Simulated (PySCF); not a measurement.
## Dipole response of Re⁴⁹⁺ (rhenium, charge +49)

[Ar] 3d8, high-spin 3F determinant. Calculation: PySCF 2.14, in an even-tempered Gaussian basis (17 s from 11 bohr⁻², ratio 2.5; 13 p from 15 bohr⁻², ratio 2.5; 7 d from 15 bohr⁻², ratio 2.5; 4 f from 60 bohr⁻², ratio 2.7; 3 g from 89 bohr⁻², ratio 2.7); the spin-free X2C one-electron Hamiltonian (Gaussian nucleus). Coupled (time-dependent) response in atomic units; α is the mean over directions.

```tsv
method	mean α (bohr³)	C₆ (like pair)	S(−4)
UHF	0.001823	0.0001675	1.896e-06
PBE0	0.001831	0.0001678	1.990e-06
```

S(−4) is the Cauchy moment in α(ω) = α(0) + S(−4) ω² + …

Spin-orbit coupling is absent.

α(iu) at UHF:

```csv
u (hartree),α(iu) (bohr³)
0,0.001823
7.00,0.001740
14.0,0.001572
28.0,0.001297
42.0,0.001129
56.0,0.001004
70.0,0.0008981
105,0.0006814
140,0.0005202
210,0.0003184
350,0.0001477
```

A single London oscillator, α(iu) = α/(1 + u²/ω²), gives C₆ = (3/4) ω α². Matching the computed C₆ needs ω = 4 × 0.0001675 / (3 × 0.001823²) = 67.2 hartree.

For an ion, C₆ is the dispersion term alone; charge-induced terms of lower order in 1/R come first.

Spin-orbit coupling is strong in this species (close to jj coupling), so the high-spin LS determinant is a model state, not a physical level.
